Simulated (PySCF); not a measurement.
C₇H₈OSi.
SMILES with atom numbers: `[cH:1]1[cH:2][cH:3][c:4]2[c:5]([cH:6]1)[CH2:7][O:8][SiH2:9]2`

Probes without a nucleus sit at each ring's centroid and 1 Å off its mean plane on both sides; NICS is minus the shielding there, NICSzz its component along the normal. Level: GIAO PBE0/pcSseg-1 (PySCF, non-relativistic, gas phase) on the GFN2-xTB geometry, one conformer.

Rings: 1. C1–C2–C3–C4–C5–C6; 2. C4–C5–C7–O8–Si9.

```tsv
set	NICS(0)	NICS(1), two faces	NICS(1)zz, two faces
P	-8.0	-11.3 / -11.3	-28.9 / -28.9
Q	-2.5	-2.2 / -2.1	-2.1 / -2.1
```

Problem. Which set (ppm) belongs to which ring?

Solution. P = 1, Q = 2.
- 1 (6-membered carbocycle; formal bonds all aromatic): mean NICS(1)zz -28.9 ppm, shielded. The ring is flat and has no four-coordinate atom; by the NICS criterion it is aromatic, though in fused rings the probe also feels the neighbouring ring.
- 2 (5-membered ring with O and Si; formal bonds 1 aromatic, 4 single): mean NICS(1)zz -2.1 ppm, near zero. C7, Si9 have four or more neighbours, and the NICS criterion for π rings isn't applied.

Problem. How do the rings differ in shape?

Solution. 
```tsv
ring	bond lengths (Å)	rms pucker (Å)	HOMA	nearest outside atom to a NICS(1) probe (Å)
1	1.387, 1.385, 1.385, 1.395, 1.383, 1.386	0.00	1.00	hydrogen 2.66
2	1.395, 1.502, 1.406, 1.640, 1.880	0.00	–	hydrogen 1.91
```

HOMA = 1 − mean of α(R − Ropt)² over the ring bonds, with Krygowski's 1993 parameters (CC: Ropt 1.388 Å, α 257.7 Å⁻²). A dash marks a ring with a four-coordinate atom, a triple bond, no multiple bond or a kind of bond without parameters.
